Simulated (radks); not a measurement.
Cs8+, 47 electrons, occupied as [Kr] 4d10 5s1. All-electron calculation, scalar-relativistic Kohn-Sham, PBE, spin-polarised, spherical densities, finite nucleus; open shells are filled with parallel spins first (spin-orbit coupling, left out, can overturn this in heavy ions); Fermi nuclear charge, rms radius 4.8041 fm. Program: a radial shooting solver on a logarithmic mesh with Libxc functionals.

Normalised radial functions P(r) = r R(r), r in bohr:

```
   r/bohr * 4s up (the largest magnitude, 1.42, reaches the edge; | marks zero)
 0.002709                             |  *
 0.003104                             |  *
 0.003556                             |   *
 0.004042                             |   *
  0.00463                             |   *
 0.005305                             |    *
 0.006078                             |    *
 0.006963                             |     *
 0.007978                             |     *
  0.00914                             |     *
  0.01047                             |     *
    0.012                             |     *
  0.01374                             |     *
  0.01575                             |     *
  0.01804                             |     *
  0.02067                             |    *
  0.02368                             |   *
  0.02713                             | *
  0.03108                             |*
  0.03561                            *|
   0.0408                         *   |
  0.04674                       *     |
  0.05355                     *       |
  0.06135                    *        |
  0.06973                   *         |
  0.07989                   *         |
  0.09153                    *        |
   0.1049                       *     |
   0.1201                           * |
   0.1376                             | *
   0.1577                             |      *
   0.1807                             |           *
    0.207                             |              *
   0.2371                             |              *
   0.2717                             |            *
   0.3113                             |      *
   0.3566                            *|
   0.4086                   *         |
   0.4681           *                 |
   0.5363     *                       |
   0.6144  *                          |
   0.7039   *                         |
   0.8064      *                      |
   0.9239           *                 |
    1.059                 *           |
    1.203                     *       |
    1.378                         *   |
    1.579                           * |
    1.809                            *|
    2.073                             *
    2.375                             *
    2.721                             *
    3.117                             *
    3.571                             *
    4.091                             *
    4.687                             *
```

4s up: eigenvalue -327.18 eV, 3 radial nodes at r = 0.0324, 0.129, 0.353 bohr, <r> = 0.692 bohr, 90 % of the charge inside 0.995 bohr.
